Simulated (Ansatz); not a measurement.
Total energies of (BeO)4 cube (Be4O4) from Ansatz at r2SCAN-D4/def2-TZVPD, gas phase (1 Eh = 27.2114 eV = 2625.5 kJ/mol). The reference geometry is relaxed at B3LYP-D4/def2-SVP.

```
atom   x (Å)   y (Å)   z (Å)
 Be1  -0.566  -0.869  -0.734
  O2   1.054  -0.761  -0.788
 Be3   0.795  -0.578   0.805
  O4  -0.779  -0.971   0.873
 Be5  -0.881   0.636   0.659
  O6  -0.952   0.692  -0.963
 Be7   0.651   0.811  -0.730
  O8   0.677   1.040   0.878
```

```json
{"state": "charge 0 singlet", "geometry": "reference", "energy (Eh)": "-360.26430"}
{"state": "charge -1 doublet", "geometry": "reference", "energy (Eh)": "-360.28924"}
{"state": "free Be atom (singlet)", "geometry": "–", "energy (Eh)": "-14.64790"}
{"state": "free O atom (triplet)", "geometry": "–", "energy (Eh)": "-75.05928"}
```

(1) Work out the vertical electron affinity, to the doublet.

(2) What is the binding energy per atom against free atoms?

(1) E(charge 0 singlet) − E(charge -1 doublet) = -360.26430 − (-360.28924) = 0.02494 Eh = 0.68 eV.

(2) Atoms: 4 × (-14.64790) + 4 × (-75.05928) = -358.82872 Eh. Binding: -358.82872 − (-360.26430) = 1.43558 Eh = 39.06 eV, or 4.88 eV for each of 8 atoms (no zero-point energy, no counterpoise term).

At r2SCAN-D4/def2-TZVPD the highest occupied level of the charge -1 doublet lies above zero (up to 0.94 eV). By energy differences its removal costs 0.68 eV (vertical, to the charge 0 singlet, at r2SCAN-D4/def2-TZVPD); a positive level beside a positive removal energy at the same level points to self-interaction error.
